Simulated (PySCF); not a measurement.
SnBr3, SMILES [Br][Sn+]([Br])[Br], charge +1.

Geometry: B3LYP-D3(BJ)/def2-SVP. The multiplicity is an assumed one; other spin states were not compared. The isomer is the one that the SMILES or the coordinates give; other isomers of the formula were not compared. The def2 effective core potentials stand for the cores of Sn; spin–orbit coupling is left out.

Method: PySCF with CAM-B3LYP/def2-TZVP.

Isolated molecule, no solvent.

```
Item                                                                Result
------------------------------------------------  ------------------------
total energy                                           -7936.94876 hartree
point group                                                            D3h
highest occupied level                                           -15.24 eV
lowest empty level                                                -8.40 eV
orbital gap                                                        6.84 eV
dipole moment about the centre of nuclear charge                    0.00 D
mean static polarisability                           95.4 bohr³ (14.13 Å³)
polarisability, principal values                  56.5, 114.8, 114.8 bohr³
```
